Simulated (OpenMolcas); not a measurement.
**Al: thermal populations, worked from levels**

| Property | Result |
| --- | --- |
| Program | OpenMolcas 26.06 |
| Basis | ANO-RCC-VQZP [6s5p3d2f1g] |
| Scalar Hamiltonian | DKH2, point nucleus |
| Active space | 1 electron in 9 orbitals (RAS2 3p; RAS3 3d 4s, at most 1 electron) |
| State averaging | 2S+1 = 2 odd, 3 roots; 2S+1 = 2 even, 1 root |
| Spin-orbit coupling | RASSI with atomic mean-field integrals over the reference wave functions, term energies averaged over their components |

Methods: RASSCF; SS-RASPT2, IPEA 0.25 Eh, imaginary shift 0.1 Eh (closed shells correlated: 2s 2p 3s). Measured levels: NIST Handbook of Basic Atomic Spectroscopic Data.

**Thermal populations.** Z = Σ (2J + 1) exp(-E/kT) with k = 0.695035 cm-1/K, over the levels below. No other level of either list lies under 25300 cm-1, which is above 7 kT at each temperature.

```
         Level  2J + 1  SS-RASPT2  measured
3s2 3p 2P* 1/2       2        0.0       0.0
3s2 3p 2P* 3/2       4       93.0       112
```

| T (K) | Z, SS-RASPT2 | Z, measured levels | Ground level (%), SS-RASPT2 | Ground level (%), measured levels |
| --- | --- | --- | --- | --- |
| 2000 | 5.741 | 5.690 | 34.8 | 35.1 |
| 3000 | 5.826 | 5.791 | 34.3 | 34.5 |
| 5000 | 5.894 | 5.873 | 33.9 | 34.1 |

At 5000 K, kT = 3475 cm-1, and the computed levels give Z = 2.000 + 3.894 = 5.894.

No level of 3s2 3d was computed, though it lies in the active space. With one active electron the reference holds no correlation, so core polarisation is missing (holds for RASSCF). With one active electron, CASPT2 adds the correlation within the correlated inactive shells and between them and that electron, and leaves the splitting within a term as the reference gives it (holds for SS-RASPT2). Measured partners are found by configuration, term and J. A level has none where our copy of the source lacks it or the pairing is in doubt (some pairs that miss far off the trend of their configuration count as doubtful), and it then counts in no deviation. Only configurations of the active space appear.

* marks odd parity.
